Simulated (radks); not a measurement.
Species: the gallium ion Ga2+. Configuration: [Ar] 3d10 4s0.5 5s0.5 (fractional occupations, a model configuration). Calculated with a radial shooting solver on a logarithmic mesh with Libxc functionals: Dirac Kohn-Sham, PBE, spin-unpolarised, spherical densities, finite nucleus; Fermi nuclear charge, rms radius 3.9973 fm.

Spin-orbit splittings of the eigenvalues, e(l+1/2) - e(l-1/2), with zeta = 2 splitting/(2l+1) and mean radii in bohr:

shell  occ.  splitting (eV)  zeta (eV)  <r> j=l-1/2  <r> j=l+1/2
2p        6           27.66      18.44       0.1883       0.1918
3p        6               ?          ?       0.6718       0.6825
3d       10          0.4678     0.1871       0.7905       0.7960

Estimate the 3p splitting.

Answer. 3.622 eV (zeta = 2.415 eV).
